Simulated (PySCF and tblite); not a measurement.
Values are calculated unless marked as measured or tabulated.
C8H7F, numbered as in [CH2:1]=[CH:2][c:3]1[cH:4][cH:5][cH:6][c:7]([F:8])[cH:9]1.

The ensemble was built from 90 distance-geometry starts (ETKDG and KDG, MMFF94s, GFN2-xTB) and rests on PBE0-D3(BJ)/def2-SVP geometries. Free energies are PBE0-D3(BJ)/def2-SVPD (IEF-PCM, chloroform) single points with GFN2-xTB rigid-rotor and vibrational terms (modes under about 100 cm⁻¹ blended into free rotors). Symmetry numbers and mirror images are counted. Conformers within 3 kcal/mol (GFN2-xTB free energy) were kept, 8 at most. GIAO shieldings: WP04/pcSseg-1 (IEF-PCM, chloroform). Shifts are against TMS (¹H), TMS (¹³C), CFCl3 (¹⁹F) at the same level. Codes: tblite and PySCF.

Torsions listed: C1–C2–C3–C4.

```
conformer  shape  symmetry  E(GFN2) kcal/mol  E(DFT) kcal/mol
        1  -178°        Cs              0.00             0.00
        2     2°        Cs              0.09             0.16
```

Problem. How much do the weights at 298.15 K and the averaged shift of H4 depend on how the conformers are weighted?

Solution. 
| weighting | 1 (%) | 2 (%) | δ (ppm) | rms dipole (D) |
| --- | --- | --- | --- | --- |
| DFT energy with thermal terms, symmetry and mirror images (full scheme) | 57 | 43 | 7.16 | 1.79 |
| DFT energy with symmetry and mirror images | 57 | 43 | 7.16 | 1.79 |
| bare DFT energy | 57 | 43 | 7.16 | 1.79 |
| GFN2-xTB energy with symmetry and mirror images | 54 | 46 | 7.18 | 1.79 |
| GFN2-xTB free energy | 54 | 46 | 7.18 | 1.79 |
| leading conformer alone | 100 | 0 | 6.89 | 1.78 |
| equal weights | 50 | 50 | 7.20 | 1.79 |

The largest departure from the full scheme, 0.27 ppm, comes with: leading conformer alone.
